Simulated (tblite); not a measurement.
C4H9O2Si, doublet, geometry from GFN2-xTB; GFN1-xTB with ALPB(water) in tblite.

The tblite input:
```
$ tblite run mol.xyz --method gfn1 --charge 0 --spin 1 --alpb water --json tblite.json --no-restart

# file mol.xyz
16

C     -2.63976547    -0.71890640    -0.36072929
C     -1.40115394    -1.13608991    -0.07651608
Si    -0.02884822    -0.05590286     0.56748430
O      1.46502206    -0.42122896    -0.00209172
C      2.07250668    -1.66693517    -0.13660589
O     -0.18585370     1.54567283     0.41857635
C      0.27300157     2.38939802    -0.61026395
H     -2.88901294     0.32823208    -0.37991117
H     -3.43262705    -1.40506812    -0.61117153
H     -1.22715998    -2.20654713    -0.03935828
H      2.15672978    -2.16647299     0.83210851
H      3.07155826    -1.50924196    -0.54551187
H      1.50479701    -2.31004468    -0.81367072
H      0.28866065     3.40677451    -0.21857773
H      1.27557955     2.10541813    -0.93099455
H     -0.40553005     2.33924027    -1.46487842
```

Task: Write the output that tblite gives for this input, abridged.

Result: 
```
xTB calculator
 | screened Coulomb repulsion
 | Coulomb electrostatics
 |  * isotropic Klopman-Ohno-Mataga-Nishimoto electrostatics
 |  * onsite third-order electrostatics
 | DFT-D3(BJ) dispersion correction
 | Interactions (3)
 | [1] alpb/gbsa reaction field model
 | [2] cds contribution to solvation
 | [3] empirical free energy shift and standard state/solvent correction

halogen bonding energy    0.0000000000000E+00 Eh
repulsion energy          2.6279712047241E-01 Eh
dispersion energy        -6.0347976245819E-03 Eh
interaction energy        1.0193854082931E-03 Eh
number of electrons       4.1000000000000E+01 e
integral cutoff           2.8146159136829E+01 bohr

------------------------------------------------------------
  cycle        total energy    energy error   density error
------------------------------------------------------------
      1     -24.38443125858  -2.4642213E+01   5.9870418E-01
      2     -24.57760435958  -1.9317310E-01   3.3994111E-01
      3     -24.57970260377  -2.0982442E-03   9.5447010E-02
      4     -24.58066568875  -9.6308498E-04   1.1935275E-02
      5     -24.58107794604  -4.1225729E-04   4.3405051E-03
      6     -24.58114957451  -7.1628473E-05   1.6718974E-03
      7     -24.58115771541  -8.1409011E-06   6.8387425E-04
      8     -24.58115971345  -1.9980385E-06   2.6559740E-04
      9     -24.58116002920  -3.1574708E-07   7.8925525E-05
     10     -24.58116006026  -3.1057805E-08   1.0455453E-05
------------------------------------------------------------

electronic energy        -2.4838941768512E+01 Eh
total energy             -2.4581160060256E+01 Eh

Post processing:
 | Mayer-Wiberg bond orders

[Info] JSON dump of results written to 'tblite.json'
```
